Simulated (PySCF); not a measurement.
CH₂F₃OSi (charge -1).
SMILES: `O[SiH-]C(F)(F)F`

Torsions of this conformer, `[OH:1][SiH-:2][C:3]([F:4])([F:5])[F:6]`: O1–Si2–C3–F4 -157°, H–O1–Si2–C3 41°.

The closed-shell ground state was solved at several levels (PySCF, density fitting, gas phase, non-relativistic). Isolated species at its PBE0-D3(BJ)/def2-SVP geometry (one conformer only). The geometry's basis has no diffuse functions, a weakness for an anion. No diffuse functions stand in pcSseg-1 and pcSseg-2, which bears on an anion's orbital energies.

| level | basis functions | HOMO (eV) | LUMO (eV) | gap (eV) |
| --- | --- | --- | --- | --- |
| B3LYP/pcSseg-2 | 251 | -0.50 | 4.36 | 4.86 |
| CAM-B3LYP/def2-SVPD | 152 | -1.95 | 5.05 | 7.00 |

(1) Estimate the row for PBE0/pcSseg-1, a basis of 119 functions; the other rows only guide the guess.

(2) Over all these levels, which gives the widest orbital gap and which the narrowest?

Answers

(1) HOMO -0.44 eV, LUMO 5.39 eV, gap 5.83 eV.

(2) CAM-B3LYP/def2-SVPD (range-separated hybrid) has the widest, 7.00 eV, and B3LYP/pcSseg-2 (global hybrid, 20 % exact exchange) the narrowest, 4.86 eV. Functional and basis both differ between the two, so the spread mixes both effects.
